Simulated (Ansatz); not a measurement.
The cluster Al6Ge, relaxed as a singlet with RKS B3LYP-D4/def2-SVP in Ansatz, starting from packed atoms. Force threshold 0.02 eV/Å.

The restricted singlet is unstable towards broken spin symmetry in Hartree–Fock (as tested in another run); at B3LYP-D4/def2-SVP this wasn't settled. The structure comes from a short search, and lower isomers may exist.

Start:

Cartesian coordinates in Å:
```
Ge 1.600 1.620 -1.078
Al -0.028 1.339 1.010
Al -0.020 -1.011 2.375
Al -0.467 0.741 -1.356
Al 1.110 -0.543 -0.112
Al -1.614 -0.601 0.577
Al -0.582 -1.544 -1.416
```

Task: Estimate the energy that the relaxation releases and the steps that it takes.

Result: 2.87 eV, in 11 steps; 38 s on 4 threads of Arm Neoverse V2 on a shared host. The force fell under the threshold at step 9, but the optimiser went on. No frequencies were taken in this run, so the end may be a saddle point.

Task: Does the start keep its bonding?

Result: Bonds lost: Al5–Al6 (atoms count from 1). Bonds formed: Al3–Al7 (atoms count from 1).

Task: Predict the relaxed structure.

Result: 
```
atom    x (Å)    y (Å)    z (Å)
 Ge1   1.5542   1.9154  -0.8550
 Al2   0.0347   1.2945   1.1760
 Al3   0.0496  -1.2428   1.7440
 Al4  -0.6065   0.6104  -1.5208
 Al5   1.6169  -0.6189  -0.2321
 Al6  -2.0786  -0.0643   0.5123
 Al7  -0.5703  -1.8943  -0.8244
```
Bond lengths (bridged metal pairs left out): 12 × Al–Al 2.60 to 2.86 Å; 3 × Al–Ge 2.61 Å.
